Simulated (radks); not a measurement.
Q: Radial electron density D(r) = 4 pi r^2 rho(r) of an atom or ion with 26 electrons. Calculated with a radial shooting solver on a logarithmic mesh with Libxc functionals: Dirac Kohn-Sham, PBE, spin-unpolarised, spherical densities, finite nucleus; Fermi nuclear charge, rms radius of each element as measured or else 0.836 A^(1/3) + 0.57 fm.

r (bohr)  D(r) (e/bohr)
0.004705          3.524
0.005305          4.310
0.006029          5.317
0.006798          6.442
0.007665          7.762
0.008642          9.295
0.009744          11.06
0.01099           13.05
0.01249           15.42
0.01408           17.84
0.01587           20.43
0.0179            23.10
0.02018           25.75
0.02275           28.27
0.02565           30.51
0.02916           32.42
0.03287           33.60
0.03706           34.08
0.04179           33.82
0.04712           32.85
0.05312           31.36
0.06038           29.51
0.06808           27.95
0.07676           26.98
0.08654           26.96
0.09758           28.08
0.11              30.27
0.125             33.31
0.141             36.11
0.159             38.02
0.1792            38.29
0.2021            36.52
0.2278            32.82
0.259             27.53
0.292             22.47
0.3292            18.46
0.3712            16.32
0.4185            16.18
0.4718            17.49
0.532             19.25
0.6046            20.42
0.6817            20.15
0.7686            18.42
0.8667            15.60
0.9771            12.29
1.102             9.061
1.252             6.144
1.412             4.058
1.592             2.572
1.795             1.571
2.024            0.9220
2.282            0.5158
2.593            0.2589
2.924            0.1244
3.297           0.05381
3.717           0.02046

What is the nuclear charge?

A: Z = 28. The innermost maximum, from 1s, lies near gamma/Z bohr with gamma = sqrt(1 - (Z/c)^2) = 0.979, here 0.035 bohr (found: 0.0377), and its height grows with Z. The density is that of the nickel ion Ni2+ in [Ar] 3d8; the configuration itself is not fixed sharply by these data, and Z only to about a unit. D(r) has 3 maxima, at r = 0.0377, 0.172, 0.629 bohr, and minima at 0.0818, 0.396 bohr, inside which lie 2.12, 10.77 electrons.
